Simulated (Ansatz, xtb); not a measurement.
# GaH2NSTe: which of two structures lies lower

We compare I, `[NH2][Ga]1[S][Te]1`, a singlet, with II, a singlet given by its coordinates. Both are isolated molecules in the gas phase, relaxed with PBE0-D3(BJ)/def2-SVP; the shapes shown needn't be the lowest conformers.

I (Å):

```xyz
6

Ga   -0.3434    1.8075    0.5593
N    -0.0463    0.5806   -0.7092
S     0.6224    3.0188    2.0970
Te   -1.9524    3.1730    1.8859
H    -0.7673    0.2988   -1.3614
H     0.8865    0.3714   -1.0436
```

II (Å):

```
atom    x (Å)    y (Å)    z (Å)
  Ga   1.4007  -0.8327  -2.9596
   N  -1.5407   0.6944  -0.8249
   S   0.7080  -2.0368  -1.0602
  Te  -1.3728  -1.0759  -1.8144
   H  -1.5423   0.5539   0.1847
   H  -0.7881   1.3380  -1.0647
```

Close contacts (Å): Ga1–S3 2.35, Ga1–Te4 3.01, N2–Te4 2.04, S3–Te4 2.41, N2–H5 1.02, N2–H6 1.02.

Energies in hartree; the thermal terms are from PBE0-D3(BJ)/def2-SVP harmonic frequencies (ideal gas, rigid rotor, one conformer each, 298.15 K, 1 atm) and include the zero-point energy:

```
                               I            II
E, CCSD(T)/def2-SVP  −2643.698925  −2643.665292
    E, MP2/def2-SVP  −2643.658538  −2643.618073
  E, MP2/def2-TZVPP  −2644.569577  −2644.539570
  zero-point energy      0.027365      0.027964
       H(298 K) − E      0.035015      0.035356
       G(298 K) − E     −0.005904     −0.005457
```

Problem. Correct the CCSD(T) difference for the basis set by the MP2 change, then work out ΔE, ΔE₀, ΔH and ΔG for I → II in kJ/mol (1 Eh = 2625.50 kJ/mol) and the equilibrium ratio [II]/[I].

Solution. 1. Differences II − I: CCSD(T) +0.033633, MP2 in the small set +0.040465, MP2 in the large set +0.030007 Eh.
2. ΔE = +0.033633 + (+0.030007 − (+0.040465)) = +0.023175 Eh = +60.85 kJ/mol.
3. ΔE₀ = ΔE + ΔZPE = +0.023175 + (+0.000599) Eh = +62.42 kJ/mol.
4. ΔH = ΔE + (+0.000341) Eh = +61.74 kJ/mol.
5. ΔG = ΔE + (+0.000447) Eh = +62.02 kJ/mol, so ΔS = (ΔH − ΔG)/T = −0.9 J/(mol K).
6. kT = 0.9442 mEh, so K = [II]/[I] = exp(−ΔG/kT) = exp(−25.02) ≈ 1.4 × 10^−11.

Structure I is favoured at this temperature. An error of 4 kJ/mol in ΔG would change K by a factor of 5. The basis-set step is large, which makes the value less sure. GFN2-xTB gave ΔE the other sign. Mirror images and further conformers aren't counted.

Other levels gave ΔE = −12.1 (GFN2-xTB); +297.0 (HF/STO-3G, GFN2-xTB geometries); +69.5 (r2SCAN-D4/def2-SVP, GFN2-xTB geometries); +61.0 (PBE0-D3(BJ)/def2-SVP); +94.3 (HF/def2-SVP); +106.2 (MP2/def2-SVP); +88.3 (CCSD(T)/def2-SVP) kJ/mol. The correlated steps freeze 19 core orbitals; the filled d shell of Ga and Te is correlated, in a basis made for valence electrons. Atoms past krypton carry core potentials in the def2 sets, without spin–orbit terms. Programs: Ansatz 0.2.0, xtb 6.7.1.
